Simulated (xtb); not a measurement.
Input file for xtb: GFN2-xTB on GeP, 2S+1 = 2, a spin state set in the input, which need not be the lowest, a point of a bond scan (R = 2.098 Å).

```
$ xtb mol.xyz --gfn 2 --sp --chrg 0 --uhf 1
2

P      0.00000000     0.00000000     0.00000000
Ge     0.00000000     0.00000000     2.09782100
```

The head of its log:

```
[...]
           -------------------------------------------------
          |                Calculation Setup                |
           -------------------------------------------------



           -------------------------------------------------
          |                 G F N 2 - x T B                 |
           -------------------------------------------------

        Reference                      10.1021/acs.jctc.8b01176
      * Hamiltonian:
        H0-scaling (s, p, d)           1.850000    2.230000    2.230000
        zeta-weighting                 0.500000
      * Dispersion:
        s8                             2.700000
        a1                             0.520000
        a2                             5.000000
        s9                             5.000000
      * Repulsion:
        kExp                           1.500000    1.000000
        rExp                           1.000000
      * Coulomb:
        alpha                          2.000000
        third order                    shell-resolved
        anisotropic                    true
        a3                             3.000000
        a5                             4.000000
        cn-shift                       1.200000
        cn-exp                         4.000000
        max-rad                        5.000000


          ...................................................
          :                      SETUP                      :
          :.................................................:
          :  # basis functions                  20          :
          :  # atomic orbitals                  18          :
          :  # shells                            6          :
          :  # electrons                         9          :
          :  max. iterations                   250          :
          :  Hamiltonian                  GFN2-xTB          :
          :  restarted?                      false          :
          :  GBSA solvation                  false          :
          :  PC potential                    false          :
          :  electronic temp.          300.0000000     K    :
          :  accuracy                    1.0000000          :
          :  -> integral cutoff          0.2500000E+02      :
          :  -> integral neglect         0.1000000E-07      :
          :  -> SCF convergence          0.1000000E-05 Eh   :
          :  -> wf. convergence          0.1000000E-03 e    :
          :  Broyden damping             0.4000000          :
          :  net charge                          0          :
          :  unpaired electrons                  1          :
          ...................................................

 iter      E             dE          RMSdq      gap      omega  full diag
   1     -3.8815161 -0.388152E+01  0.360E+01    2.35       0.0  T
   2     -3.5641799  0.317336E+00  0.227E+01    4.35       1.0  T
```

Problem. Give the final energy of this run.

Solution. -4.3980 hartree.
